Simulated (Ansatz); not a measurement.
Two isomers of C2H9BOSi: A = `CB[SiH2]OC`, B = `B[SiH2]COC`.

Isolated molecules relaxed with PBE0-D4/def2-TZVP in Ansatz; ΔE leaves out vibrations. CCSD(T)/CBS is the MP2 limit (def2-TZVPP, def2-QZVPP) plus CCSD(T) − MP2 in def2-TZVPP, frozen cores. DFT in def2-TZVPP. B3LYP here is the variant with VWN-RPA as its local correlation; programs differ in this. One conformer a species, not always the lowest.

A:

Z-matrix (Å, degrees):
```
C
B 1 1.552
H 1 1.091 2 115.9
H 1 1.105 2 103.7 3 -116.3
H 1 1.093 2 114.3 3 129.8
Si 2 2.015 1 125.2 3 19.8
H 2 1.203 1 118.3 3 -162.5
O 6 1.655 2 115.2 1 -1.9
H 6 1.490 2 109.5 1 -120.4
H 6 1.499 2 109.2 1 121.4
C 8 1.406 6 121.5 2 70.0
H 11 1.092 8 108.5 6 -178.3
H 11 1.098 8 112.0 6 -59.0
H 11 1.097 8 111.5 6 62.5
```

B:

Z-matrix (Å, degrees):
```
Si
C 1 1.891
B 1 2.010 2 112.9
H 1 1.492 2 109.5 3 121.2
H 1 1.493 2 109.5 3 -121.1
O 2 1.406 1 110.0 3 180.0
H 2 1.103 1 109.4 3 57.9
H 2 1.103 1 109.4 3 -57.9
H 3 1.197 1 123.5 2 -0.1
H 3 1.197 1 119.6 2 179.9
C 6 1.401 2 112.6 1 -180.0
H 11 1.099 6 111.4 2 60.5
H 11 1.099 6 111.4 2 -60.5
H 11 1.091 6 107.7 2 -180.0
```

**Question.** Which isomer does CCSD(T)/CBS put lower? Give the gap. (An estimate is asked.)

**Answer.** Ansatz gave: A, by 191.6 kJ/mol.

**Question.** Give E(B) − E(A) in kJ/mol with MP2/def2-TZVPP, CCSD/def2-TZVPP, CCSD(T)/def2-TZVPP, PBE0-D4, r2SCAN-D4, B3LYP, PBE-D4. (An estimate is asked.)

**Answer.** Ansatz gave: MP2/def2-TZVPP 195.8, CCSD/def2-TZVPP 189.1, CCSD(T)/def2-TZVPP 188.2, PBE0-D4 187.7, r2SCAN-D4 193.7, B3LYP 188.6, PBE-D4 183.9. None reverses the order clearly.

Largest T1 diagnostic: 0.011.

From PBE to PBE0 (25 % exact exchange), in def2-TZVPP and without D4, E(B) − E(A) moves by +3.9 kJ/mol.
